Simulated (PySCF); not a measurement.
# SbP: frontier orbitals

M06 at R = 2.206 Å; basis Sb def2-SVP with ECP28, P def2-SVP; scalar-relativistic core potentials; PySCF 2.14. State: ¹Σ⁺ (singlet), closed shell. Only the outer orbitals are listed, counted within each symmetry, core potentials removing the inner ones.

```
orbital  occ.  ε (eV)  on Sb (%)  main shells (%)
     7σ     2  -17.19         43  53 P s, 38 Sb s
     8σ     2  -12.45         57  52 Sb s, 37 P s
     9σ     2   -7.25         48  46 P p, 42 Sb p
     4π     2   -6.91         48  52 P p, 46 Sb p
     4π     2   -6.91         48  52 P p, 46 Sb p
     5π     0   -2.48         54  53 Sb p, 45 P p
     5π     0   -2.48         54  53 Sb p, 45 P p
    10σ     0    1.15         76  69 Sb p, 31 P p
```

Q: Which are the highest filled and the lowest empty level, where do they sit, and how wide is the gap?

A: Highest filled 4π at -6.91 eV (in %: 52 P p, 46 Sb p); lowest empty 5π at -2.48 eV (in %: 53 Sb p, 45 P p); the gap at M06 is 4.43 eV.

- bond order (Mayer): 2.95
- ⟨S²⟩: 0.000
- charge on Sb (Mulliken, basis-dependent): 0.12
- charge on Sb (Löwdin, basis-dependent): 0.07
- dipole moment (positive dipole means Sb(−)P(+)): -1.84 D

Spin–orbit coupling is left out.
